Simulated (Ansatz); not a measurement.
SbTe4. Charge 0, multiplicity 2. Geometry PBE-D4/def2-SVP, basis def2-TZVP, Ansatz.

```xyz
5

Sb    1.860    1.423    0.184
Te   -0.800    2.048   -0.361
Te   -1.803   -0.381   -1.247
Te   -0.974   -1.745    0.983
Te    1.717   -1.346    0.441
```

| run | HOMO (eV) | LUMO (eV) |
| --- | --- | --- |
| A | -5.55 | -3.31 |
| B | -6.30 | -2.55 |
| C | -5.28 | -3.52 |
| D | -4.91 | -3.81 |
| E | -4.62 | -3.97 |

In the def2 sets Sb, Te take a core potential; there is no spin–orbit coupling. B3LYP takes the VWN-RPA correlation. The structure comes from a short search, and lower isomers may exist.

HOMO and LUMO are taken over both spins.

Q: The runs used B3LYP, BHLYP, PBE, PBE0, r2SCAN. Estimate which is which.

A: A PBE0 (25 % exact exchange); B BHLYP (50 % exact exchange); C B3LYP (20 % exact exchange); D r2SCAN (0 % exact exchange); E PBE (0 % exact exchange). Exact exchange lowers occupied and raises empty levels; among semilocal functionals meta-GGAs tend to open the gap a little, and such runs are hard to tell apart. The gap grows from 0.64 eV (PBE) to 3.75 eV (BHLYP).
